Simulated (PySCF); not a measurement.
## Working out the excitation energy of I

I [Kr] 4d10 5s2 5p5 (2P) → I [Kr] 4d10 5s2 5p4 5d1 (high-spin determinant). All numbers are calculated (PySCF 2.14, a scalar-relativistic core potential, in aug-cc-pVTZ-PP with ECP28MDF (6s5p4d2f, 55 functions)). Frozen: 4s2 4p6 4d10. Energies in hartree (1 hartree = 27.21139 eV):

| part | I (lower) | I (upper) |
| --- | --- | --- |
| UHF | -294.661883 | -294.365335 |
| CCSD correlation | -0.133536 | -0.115969 |
| (T) | -0.004441 | -0.004436 |

Task: What does Hartree-Fock give?

Result: (-294.365335) − (-294.661883) = 0.296548 hartree = 8.069 eV.

Task: What do CCSD and CCSD(T) give?

Result: The CCSD correlation energies differ by 0.017567 hartree = 0.478 eV and the triples by 0.000005 hartree = 0.000 eV, so CCSD gives 8.547 eV and CCSD(T) 8.547 eV.

One determinant mixes LS terms, so it does not stand for a single term.
